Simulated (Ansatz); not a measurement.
A search over several starts for the lowest SCF solution of the cluster Ag2Se⁻ at the given spin, in a small basis.

```yaml
crystal:
  periodic: [false, false, false]
  atoms:
    - {symbol: Ag, position_ang: [-0.544242, 0.607896, -1.294945]}
    - {symbol: Ag, position_ang: [0.747061, 0.757000, 1.100755]}
    - {symbol: Se, position_ang: [-0.202819, -1.364896, 0.194190]}
basis:
  gaussian: {orbitals: def2-SVP, initial_orbitals: start.molden}
total_charge: -1
magnetization: {spin_polarized: true, initial_magnetization: 1}
hamiltonian: {xc: pbe0, dispersion: d4}
output: {orbitals: {seedname: orbitals}}
```

The file start.molden holds the orbitals of an earlier run on this structure, at another level or in another basis.

```sh
$ ansatz run in.yaml --threads 4 --pin off --events-out ev --progress --plain --max-ram 3916MiB
```

It prints (some lines left out):

```
Functional definition: PBE0
  name "PBE0"
  cite "Adamo & Barone, J. Chem. Phys. 110, 6158 (1999) doi:10.1063/1.478522"
  cite "Perdew, Burke & Ernzerhof, Phys. Rev. Lett. 77, 3865 (1996) doi:10.1103/PhysRevLett.77.3865"
  parent pbe
  parameter a = 0.25
  parameter kappa = 0.804
  parameter beta = 0.06672455060314922
  exchange = (1 - a)*pbe_x(kappa = kappa, mu = beta*pi^2/3) + a*exact_x
  correlation = pbe_c(beta = beta)
963 factors; integrals over basis functions are off by at most 7.3e-4 eV
mean field evaluation 1: about -73333.7835 eV, gradient 7.2e0 eV
mean field evaluation 2: about -73333.9168 eV, gradient 2.0e-1 eV
mean field evaluation 4: about -73334.0227 eV, gradient 7.4e-3 eV
mean field evaluation 8: about -73334.0227 eV, gradient 6.8e-5 eV
mean field evaluation 16: about -73334.0157 eV, gradient 7.9e-1 eV
mean field evaluation 32: about -73334.0227 eV, gradient 4.7e-5 eV
mean field evaluation 64: about -73333.4518 eV, gradient 8.1e0 eV
mean field -73334.02271205 eV, -2694.9756270819 hartree, gradient 4.1e-5 eV, S^2 0.756741; 4 other end points of the search recorded, 0 dependent functions left out
reference -73334.02273780 eV, -2694.9756280283 hartree; 37, 36 occupied and 57, 58 virtual orbitals, 963 factors
Total energy: -73334.13479566 eV, -2694.9797460787 hartree
```

It took 6.5 s on 4 threads of Arm Neoverse V2 on a shared host.

In the def2 sets Ag takes a core potential; there is no spin–orbit coupling. The highest occupied level of the charge -1 doublet lies above zero (up to 0.21 eV). By energy differences its removal costs 1.31 eV (vertical, to the charge 0 singlet, at LC-ωPBE (ω = 0.30 bohr⁻¹)/def2-TZVPD). The structure comes from a short search, and lower isomers may exist.
